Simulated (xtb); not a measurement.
C2H5O (SMILES CC[O-]), charge -1, singlet, geometry from GFN2-xTB, atoms displaced at random by about 0.05 Å a coordinate. Base run: GFN2-xTB (xtb 6.7.1).

xtb was given this input:
```
$ xtb mol.xyz --gfn 2 --chrg -1 --opt --json

# file mol.xyz
8

C      1.10195877    -0.42859426     0.04031185
C     -0.19309242     0.58301715     0.05822458
O     -1.31376321     0.00603129     0.02919666
H      0.01854956     1.23861272     0.97988919
H      0.08632185     1.29678868    -1.01608643
H      2.00242154     0.24087596    -0.02999068
H      1.21305582    -1.09213797     0.88365732
H      1.15795153    -1.10898814    -0.91960648
```

The base run was repeated with changes; each row names its change, and settings that it needs were set with it.

```
change              ΔE vs base (kJ/mol)  optimiser steps
------------------  -------------------  ---------------
base                               0.00                9
opt level = crude                  0.25                6
opt level = loose                  0.00                8
engine = lbfgs                     0.00                -
opt level = tight                  0.00               11
opt level = sloppy                 0.07                7
alpb = water                     -306.8               10
opt level = vtight                 0.00               11
alpb = dmso                      -259.4               10
opt level = lax                    0.00                9
```
